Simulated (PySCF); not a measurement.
# Se: electron affinity

Se⁻ [Ar] 3d10 4s2 4p5 (2P) → Se [Ar] 3d10 4s2 4p4 (3P), as a difference of total energies. Computed with PySCF 2.14 in aug-cc-pVTZ-PP with ECP10MDF, with a scalar-relativistic core potential. Correlated levels: valence: 3s2 3p6 3d10 frozen. The calculations carry no spin-orbit coupling.

| method | electron affinity (eV) |
| --- | --- |
| UHF | 0.927 |
| LDA | 2.330 |
| PBE | 2.078 |
| PBE0 | 2.003 |
| r2SCAN | 2.052 |
| BP86 | 2.236 |
| wB97M-V | 1.982 |
| BLYP | 2.059 |
| M06-2X | 1.905 |
| MP2 (valence) | 1.850 |
| SCS-MP2 (valence) | 1.847 |

Q: How much does correlation contribute at MP2 (valence)?

A: 1.850 − (0.927) = 0.923 eV, measured against UHF.

The reference lies between the lowest fine-structure levels, while these numbers refer to the centres of the terms.

Errors of the correlated levels include the incompleteness of this basis and the frozen core.

In the anion the highest occupied orbital energy is positive at LDA, PBE, PBE0, r2SCAN, BP86, BLYP, a self-interaction effect; the basis confines that electron, and the energy difference can still be sensible.

For comparison: 2.021 eV (measured; photodetachment measurements, as compiled on the Wikipedia data page of electron affinities).
